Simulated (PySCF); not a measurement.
**Correlation energy of O⁺ (oxygen, charge +1)**

Starting occupation: [He] 2s2 2p2 3d1, 2p3/2 with m_j = +1/2, +3/2, 3d5/2 with m_j = +5/2. Computed with PySCF 2.14 in x2c-TZVPall-2c with one added diffuse shell each of s, p, d type (6s4p3d1f, 40 functions), with X2C-1e with screened-nucleus spin-orbit coupling, Gaussian nucleus. Frozen: 1s2; 5 electrons correlated.

MP2 pair energies summed by pair of shells (mhartree):

```tsv
pair	energy	share (%)
2p-2s	-46.23	57.0
2s-2s	-21.37	26.3
2p-2p	-7.25	8.9
2s-3d	-3.80	4.7
2p-3d	-2.47	3.0
```

Total MP2 correlation energy: -81.13 mhartree.

The GHF reference relaxed away from the jj start to a determinant that is no pure jj level (⟨S²⟩ = 3.75, ⟨J²⟩ = 24.75); the energies belong to that determinant.
